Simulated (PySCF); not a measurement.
**Shapes and spin states of [Mn2Cl]+**

All numbers come from PBE0 in PySCF with Cl def2-SVP, Mn def2-SVP; no relativity; density-fitted integrals.

Relaxations began from a few typed shapes and spin states; open shells are unrestricted. The search is not exhaustive: other isomers or separated fragments can lie lower, and high-lying points may rest on an excited occupation.

| spin | group | bonds | angles | imaginary modes (cm⁻¹) | ΔE (kJ/mol) | ΔE with ZPE (kJ/mol) |
| --- | --- | --- | --- | --- | --- | --- |
| broken-symmetry Ms = 4 (⟨S²⟩ 21.37) | C2v | Cl–Mn 2.342 Å (×2) | Mn–Cl–Mn 126.4° | none | 0.0 | 0.0 |
| broken-symmetry Ms = 4 (⟨S²⟩ 21.43) | D∞h | Cl–Mn 2.338 Å (×2) | Mn–Cl–Mn 180.0° | 49i, 49i | 5.7 | – |
| singlet (closed shell, unstable to spin polarisation) | C2v | Cl–Mn 2.243 Å (×2), Mn–Mn 1.627 Å | Cl–Mn–Mn 68.7° (×2), Mn–Cl–Mn 42.5° | none | 617.8 | 622.3 |
| singlet (closed shell, unstable to spin polarisation) | C2v | Cl–Mn 2.228 Å (×2), Mn–Mn 2.741 Å | Cl–Mn–Mn 52.0° (×2), Mn–Cl–Mn 75.9° | none | 822.1 | 823.0 |
| singlet (closed shell, unstable to spin polarisation) | C2v | Cl–Mn 2.246 Å (×2), Mn–Mn 2.752 Å | Cl–Mn–Mn 52.2° (×2), Mn–Cl–Mn 75.6° | none | 830.8 | 831.8 |
| singlet (closed shell, unstable to spin polarisation) | D∞h | Cl–Mn 2.286 Å (×2) | Mn–Cl–Mn 180.0° | 69i, 69i | 910.8 | – |

The lowest minimum found is the broken-symmetry Ms = 4 (⟨S²⟩ 21.37) C2v: Cl–Mn 2.342 Å (×2); Mn–Cl–Mn 126.4°.

For the lowest minimum: the determinant is spin-contaminated (⟨S²⟩ = 21.37, pure value 20.00). Open d and f shells are described by one determinant, and the ground state may have another occupation or spin.
